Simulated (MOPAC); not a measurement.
Input file for MOPAC: AM1 on HBr (SMILES Br).

```
AM1 1SCF PRECISE CHARGE=0 THREADS=1
BrH

Br    -0.60941552 1    -1.15564798 1    -0.02079492 1
H     -0.15485613 1    -0.42266917 1     1.13543890 1
```

Program output:

```
*******************************************************************************
 **                                                                           **
 **                              MOPAC v23.2.5                                **
 **                                                                           **
 *******************************************************************************
 ** MOPAC's Digital Object Identifier: https://doi.org/10.5281/zenodo.6511958 **
 **                                                                           **
 ** Please cite the open-source release paper for use of this MOPAC version:  **
 ** J. E. Moussa and J. J. P. Stewart (2026)                                  **
 ** MOPAC: An open-source semiempirical molecular orbital program             **
 ** J. Open Source Softw., 11(119), 8025, https://doi.org/10.21105/joss.08025 **
 *******************************************************************************

                              AM1 CALCULATION RESULTS

 *******************************************************************************
 *  AM1        - The AM1 Hamiltonian to be used
 *
 *
 *
 *                 CHARGE ON SYSTEM = 0
 *
 *
 *
 *  PRECISE    - TIGHTER CRITERIA TO BE USED
 *  1SCF       - DO 1 SCF AND THEN STOP
 *  THREADS=1  - MULTI-THREADING NOT USED
 *  T=         - A TIME OF 172800.0 SECONDS REQUESTED
 *  DUMP=N     - RESTART FILE WRITTEN EVERY 7200.0 SECONDS REQUESTED
 *******************************************************************************
AM1 1SCF PRECISE CHARGE=0 THREADS=1
 BrH

   ATOM   CHEMICAL          X               Y               Z
  NUMBER   SYMBOL      (ANGSTROMS)     (ANGSTROMS)     (ANGSTROMS)

     1      Br         -0.60941552  *  -1.15564798  *  -0.02079492  *
     2       H         -0.15485613  *  -0.42266917  *   1.13543890  *



          CARTESIAN COORDINATES

    NO.       ATOM           X           Y           Z

     1        Br         -0.6094     -1.1556     -0.0208
     2         H         -0.1549     -0.4227      1.1354

  H: (AM1): M.J.S. DEWAR ET AL, J. AM. CHEM. SOC. 107 3902-3909 (1985)
 Br: (AM1): M.J.S. DEWAR AND E. G. ZOEBISCH, THEOCHEM, 180, 1 (1988).

           Empirical Formula: H Br  =     2 atoms



      MOLECULAR POINT GROUP   :   C*v


      RHF CALCULATION, NO. OF DOUBLY OCCUPIED LEVELS = 4


 -------------------------------------------------------------------------------
 AM1 1SCF PRECISE CHARGE=0 THREADS=1
 BrH



     1SCF WAS SPECIFIED, SO BFGS WAS NOT USED
     SCF FIELD WAS ACHIEVED


                              AM1 CALCULATION
                                                       MOPAC v23.2.5 Linux




          FINAL HEAT OF FORMATION =        -10.39420 KCAL/MOL =     -43.48935 KJ/MOL


          COSMO AREA              =         60.35 SQUARE ANGSTROMS
          COSMO VOLUME            =         43.83 CUBIC ANGSTROMS

          IONIZATION POTENTIAL    =         11.444173 EV
          HOMO LUMO ENERGIES (EV) =        -11.444  1.087
          NO. OF FILLED LEVELS    =          4
          MOLECULAR WEIGHT        =         80.9119         POINT GROUP:  C*v

          MOLECULAR DIMENSIONS (Angstroms)

            Atom       Atom       Distance
            H     2   Br     1     1.44248
            H     2   Br     1     0.00000
           Br     1    H     2     0.00000


          SCF CALCULATIONS        =          1





   ATOM   CHEMICAL          X               Y               Z
  NUMBER   SYMBOL      (ANGSTROMS)     (ANGSTROMS)     (ANGSTROMS)

     1      Br         -0.60941552  *  -1.15564798  *  -0.02079492  *
     2       H         -0.15485613  *  -0.42266917  *   1.13543890  *

                             CARTESIAN COORDINATES

   1   Br       -0.609415520    -1.155647980    -0.020794920
   2    H       -0.154856130    -0.422669170     1.135438900


           Empirical Formula: H Br  =     2 atoms



      MOLECULAR POINT GROUP   :   C*v


                  EIGENVALUES
 -31.40258 -15.19630 -11.44417 -11.44417   1.08678


              NET ATOMIC CHARGES AND DIPOLE CONTRIBUTIONS

  ATOM NO.   TYPE          CHARGE      No. of ELECS.   s-Pop       p-Pop
    1         Br          -0.091996        7.0920     1.96340     5.12860
    2          H           0.091996        0.9080     0.90800
 DIPOLE           X         Y         Z       TOTAL
 POINT-CHG.     0.201     0.324     0.511     0.637
 HYBRID         0.242     0.390     0.615     0.768
 SUM            0.443     0.714     1.126     1.405


          ATOMIC ORBITAL ELECTRON POPULATIONS

     Atom    s        px        py        pz
    1 Br   1.96340   1.91347   1.77500   1.44013
    2  H   0.90800

 **********************
 *                    *
 * JOB ENDED NORMALLY *
 *                    *
 **********************




 == MOPAC DONE ==
```

The run finished.

Cost: very roughly 0.04 core-seconds.
